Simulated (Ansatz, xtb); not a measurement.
**C3H7AlF2O: which of two isomers lies lower**

Structure a: `CC(C)[O][Al]([F])[F]`, a singlet. Structure b: `CCC[O][Al]([F])[F]`, a singlet. Both are isolated molecules in the gas phase, relaxed with PBE0-D4/def2-SVP, each in the lowest conformer that the search found.

Problem. Estimate which is lower in electronic energy at CCSD(T)/def2-SVP + ΔMP2/def2-TZVPP, and by roughly how much.

Solution. The CCSD(T)/def2-SVP + ΔMP2/def2-TZVPP calculation puts structure a lower, by 0.185 eV.

How the difference moves with the method:

| level | geometry | E(b) − E(a) (eV) | departure from the last row (eV) | job, with rough time for the two |
| --- | --- | --- | --- | --- |
| PBE0-D4/def2-SVP | PBE0-D4/def2-SVP | +0.185 | 0.000 | optimisation, 75 s |
| HF/def2-SVP | PBE0-D4/def2-SVP | +0.122 | −0.063 | part of the CCSD(T) run |
| MP2/def2-SVP | PBE0-D4/def2-SVP | +0.200 | +0.015 | part of the CCSD(T) run |
| CCSD(T)/def2-SVP | PBE0-D4/def2-SVP | +0.194 | +0.009 | single point |
| CCSD(T)/def2-SVP + ΔMP2/def2-TZVPP | PBE0-D4/def2-SVP | +0.185 |  | single point, 38 s |

As drawn, both hold the same kinds of bond in the same numbers. Structure a has 2 methyl groups, b 1.

None of the levels shown reverses the order. The largest departure from CCSD(T)/def2-SVP + ΔMP2/def2-TZVPP is that of HF/def2-SVP, 0.063 eV. Levels run at GFN2-xTB geometries aren't shown. The last row adds to CCSD(T) the change of the MP2 difference between the two basis sets, here −0.009 eV.

With thermal terms from frequencies at re-optimised GFN2-xTB minima (ideal gas, soft modes damped towards free rotors, one conformer each, 298.15 K, 1 atm): the zero-point term adds +0.020 eV; ΔH is +0.201 and ΔG +0.215 eV.

The correlated steps freeze 11 core orbitals. Programs: Ansatz 0.2.0, xtb 6.7.1; the last row on 2 threads of AMD EPYC 9R45 96-Core Processor (Zen 5) on a shared host.
